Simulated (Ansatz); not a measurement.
Start from `CC(C)[Te]B(O)O` and change one atom or group to get `OB(O)[Te][SiH3]`.

Ansatz, PBE0-D4/def2-TZVP geometries, multiplicity 1. Each molecule was computed in one conformer, which needn't be the lowest.

Elements past krypton have def2 core potentials.  Spin–orbit coupling is left out; it splits and shifts lone-pair levels of the heavy atoms by tenths of an eV.

| property | `CC(C)[Te]B(O)O` |
| --- | --- |
| HOMO–LUMO gap (PBE/def2-TZVPP) / eV | 3.69 |
| zero-point energy (PBE0-D4/def2-TZVP) / kJ/mol | 336.5 |
| HOMO energy (ωB97M-V/def2-TZVPP) / eV | -8.09 |
| HOMO energy (B3LYP/def2-TZVPP) / eV | -5.80 |
| size of the dipole moment (B3LYP/def2-TZVPP) / D | 0.68 |
| LUMO energy (B3LYP/def2-TZVPP) / eV | -0.71 |

Task: What does the change do to each property? (Estimate.)

Result: Ansatz gave: 
| property | `OB(O)[Te][SiH3]` | shift |
| --- | --- | --- |
| HOMO–LUMO gap (PBE/def2-TZVPP) / eV | 4.20 | 0.51 |
| zero-point energy (PBE0-D4/def2-TZVP) / kJ/mol | 156.9 | -179.6 |
| HOMO energy (ωB97M-V/def2-TZVPP) / eV | -8.59 | -0.50 |
| HOMO energy (B3LYP/def2-TZVPP) / eV | -6.32 | -0.52 |
| size of the dipole moment (B3LYP/def2-TZVPP) / D | 1.56 | 0.88 |
| LUMO energy (B3LYP/def2-TZVPP) / eV | -0.75 | -0.04 |

With PBE0 the HOMO falls by 0.54 eV and the LUMO falls by 0.06 eV, so the gap widens by about 0.48 eV. PBE moves the HOMO by -0.54 eV and ωB97M-V by -0.50 eV. The zero-point energy changes by -179.6 kJ/mol with -18 modes. Dipoles are sizes alone; their direction can turn.

B3LYP here is the variant with VWN-RPA as its local correlation; programs differ in this.
